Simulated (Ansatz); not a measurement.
Species: CH$_{3}$GeO, charge 0, doublet. CH3GeO (SMILES O=[C][GeH3], doublet).
B3LYP-D3(BJ)/def2-TZVP minimum from Ansatz (a program for electronic structure):
```
Ge
H 1 1.5345
H 1 1.5345 2 110.30
H 1 1.5428 2 111.55 3 -124.55
C 1 2.0859 2 104.37 3 111.58
O 5 1.1667 1 127.40 2 122.10
```
Charge 0, spin multiplicity 2.

Atomisation energy term by term, kcal/mol (programs: Ansatz). Open shells are spin-unrestricted; no spin-orbit coupling. Cores are frozen in correlated methods (noble-gas shells, and filled d and f shells in the p block). No relativity. CBS(X,Y): correlation extrapolated as X^-3, Hartree-Fock from the larger set. A bracket is a step between two methods taken in the basis named. For partners of very few electrons the exact lower level stands in for a higher one.

| term | basis | kcal/mol |
|---|---|---|
| Hartree-Fock | cc-pVQZ | 318.63 |
| CCSD correlation | CBS(cc-pVTZ,cc-pVQZ) | 134.64 |
| (T) | CBS(cc-pVTZ,cc-pVQZ) | 10.58 |
| CCSDT(Q) - CCSD(T) | cc-pVDZ | 1.04 |
| sum: De |  | 464.9 |
